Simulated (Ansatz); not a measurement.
# GaBr (SMILES [Ga][Br]): entropy by statistical mechanics

A linear singlet with charge 0, relaxed at PBE0-D4/def2-TZVP (Ansatz 0.2.0):

```xyz
2

Ga    0.0000    0.0000    0.0138
Br    0.0000    0.0000    2.3881
```

Harmonic wavenumbers in cm⁻¹: 264.

Masses in u: Ga 69.723, Br 79.904. Take T = 298.15 K, p = 1 bar, R = 8.3145 J/(mol K), kT/hc = 207.22 cm⁻¹, rigid rotor and harmonic oscillator.

Problem. Compute the standard molar entropy.

Solution. 
1. Translation (Sackur–Tetrode): S = R[3/2 ln M + 5/2 ln T − 1.1517] with M = 149.627 gives 171.3 J/(mol K).
2. Rotation: the moment of inertia is 209.897 u Å², so B = 16.8576/I = 0.0803 cm⁻¹; σ = 1; q = kT/(σhcB) = 2580.6; S = R(ln q + 1) = 73.6.
3. Vibration: with u = ν̃/207.22, each mode gives R[u/(eᵘ − 1) − ln(1 − e⁻ᵘ)]; the sum is 6.8, most from 264 cm⁻¹ (6.8).
4. Electronic: R ln 1 = 0.0, from the spin multiplicity alone.
5. Sum: 171.3 + 73.6 + 6.8 + 0.0 = 251.7 J/(mol K).

No measured value is set beside it here.
